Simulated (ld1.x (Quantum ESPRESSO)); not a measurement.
Configuration tests for mercury (PAW)

ld1.x (Quantum ESPRESSO) 7.5 input, shortened:

```
&input
   title='Hg', zed=80., rel=1, dft='PW91', iswitch=3,
   config='[Xe] 4f14 5d10 6s1 6p0'
 /
 &inputp
   pseudotype=3, lpaw=.true., tm=.true., lloc=-2, rcloc=1.25,
   nlcc=.true., new_core_ps=.true.,
   which_augfun='BESSEL', rmatch_augfun=0.90
 /
6
5S  1  0   2.00   0.00  1.15  1.30  0.0
6S  2  0   1.00   0.00  1.15  1.30  0.0
5P  2  1   6.00   0.00  1.70  2.00  0.0
6P  3  1   0.00   0.00  1.70  2.00  0.0
5D  3  2  10.00   0.00  2.20  2.50  0.0
5D  3  2   0.00  -0.40  2.20  2.50  0.0
 &test
   configts(1)='5s2 5p6 5d10 6s1 6p0'
 /
```

Energies are relative to the spin-unpolarised reference configuration 5s2 5p6 5d10 6s1 6p0; without spin polarisation the order of configurations can differ from experiment. Not all tests gave a result: test run stopped at test 5 of 7 (negative rho), 1 before it not solved. Left out of the table: 5s2 5p6 5d9 6s0 6p0 (solver errors, printed error -2853 eV).

Its overlap operator is not positive definite in a basis up to 400 Ry (lowest eigenvalue d -39.10), so the file is unfit for use: the generalised eigenproblem breaks down once the basis is large enough, and its test numbers describe a broken file.

```
valence configuration  charge  ΔE all-electron (eV)  error AE − PS (meV)
 5s2 5p6 5d10 6s2 6p0       0               -10.770                 +4.2
 5s2 5p6 5d10 6s0 6p0      +2                19.073                  -10
 5s2 5p6 5d10 6s1 6p1       0                -4.696                 +1.9
```

Levels in the configuration 5s2 5p6 5d10 6s0 6p0:

```csv
level,all-electron (eV),pseudo (eV)
5s,-137.538,-137.418
5p,-85.885,-85.858
5d,-28.862,-28.972
```

The ghost test of this file was not conclusive.
